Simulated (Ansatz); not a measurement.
A run on trisilylamine with other settings.

```yaml
crystal:
  periodic: [false, false, false]
  atoms:
    - {symbol: Si, position_ang: [-0.529725, 1.425902, -0.832638]}
    - {symbol: N, position_ang: [-0.073912, -0.008430, 0.040225]}
    - {symbol: Si, position_ang: [0.779181, 0.134044, 1.549754]}
    - {symbol: Si, position_ang: [-0.260969, -1.569179, -0.705281]}
    - {symbol: H, position_ang: [-1.700745, 1.114165, -1.691059]}
    - {symbol: H, position_ang: [-0.870707, 2.494189, 0.140910]}
    - {symbol: H, position_ang: [0.567731, 1.925588, -1.706113]}
    - {symbol: H, position_ang: [0.527321, -1.083388, 2.361840]}
    - {symbol: H, position_ang: [2.249323, 0.267860, 1.354989]}
    - {symbol: H, position_ang: [0.294381, 1.342423, 2.264039]}
    - {symbol: H, position_ang: [-1.477626, -1.554057, -1.556650]}
    - {symbol: H, position_ang: [-0.386140, -2.597758, 0.358438]}
    - {symbol: H, position_ang: [0.902292, -1.926058, -1.563553]}
basis:
  gaussian: {orbitals: cc-pVTZ-DK}
hamiltonian: {xc: {name: RPBE}}
scf: {lower_state_search: full}
output: {forces: true}
```

```sh
$ ansatz run in.yaml --threads 4 --pin off --events-out ev --progress --plain --max-ram 10444MiB
```

Output, abridged:

```
Functional definition: RPBE
1525 factors; their error is unknown
mean field evaluation 1: about -25311.5387 eV, gradient 6.8e1 eV
mean field evaluation 2: about -25272.5520 eV, gradient 1.3e2 eV
mean field evaluation 4: about -25320.4041 eV, gradient 5.0e0 eV
mean field evaluation 8: about -25320.4814 eV, gradient 4.5e-2 eV
mean field evaluation 16: about -25320.4012 eV, gradient 6.0e-5 eV
mean field -25320.40118086 eV, -930.5075806123 hartree, gradient 6.0e-5 eV, S^2 0.000000; 0 other end points of the search recorded, 0 dependent functions left out
reference -25320.40123146 eV, -930.5075824717 hartree; 29, 29 occupied and 229, 229 virtual orbitals, 1525 factors
Total energy: -25320.40123146 eV, -930.5075824717 hartree
Relativity: scalar
Atom 0 at    -0.529725     1.425902    -0.832638 Å, force    -0.128661     0.412109    -0.251929 eV/Å
Atom 1 at    -0.073912    -0.008430     0.040225 Å, force    -0.120099    -0.008997     0.062255 eV/Å
Atom 2 at     0.779181     0.134044     1.549754 Å, force     0.247414     0.040909     0.432778 eV/Å
Atom 3 at    -0.260969    -1.569179    -0.705281 Å, force    -0.051569    -0.448560    -0.215405 eV/Å
Atom 4 at    -1.700745     1.114165    -1.691059 Å, force    -0.197582    -0.025364    -0.149711 eV/Å
Atom 5 at    -0.870707     2.494189     0.140910 Å, force    -0.066084     0.194114     0.141938 eV/Å
Atom 6 at     0.567731     1.925588    -1.706113 Å, force     0.180565     0.106345    -0.161637 eV/Å
Atom 7 at     0.527321    -1.083388     2.361840 Å, force    -0.029458    -0.191326     0.157011 eV/Å
Atom 8 at     2.249323     0.267860     1.354989 Å, force     0.263248     0.024550    -0.011417 eV/Å
Atom 9 at     0.294381     1.342423     2.264039 Å, force    -0.066196     0.194672     0.141203 eV/Å
Atom 10 at    -1.477626    -1.554057    -1.556650 Å, force    -0.200875    -0.024442    -0.146101 eV/Å
Atom 11 at    -0.386140    -2.597758     0.358438 Å, force    -0.026513    -0.190557     0.158256 eV/Å
Atom 12 at     0.902292    -1.926058    -1.563553 Å, force     0.195812    -0.083453    -0.157241 eV/Å
Dipole moment:    -0.028166    -0.002040     0.014521 e Å
```

Hardware: 4 threads of an Arm Neoverse V1 on a shared host. Wall time 3.4 s, peak host memory 0.37 GiB.
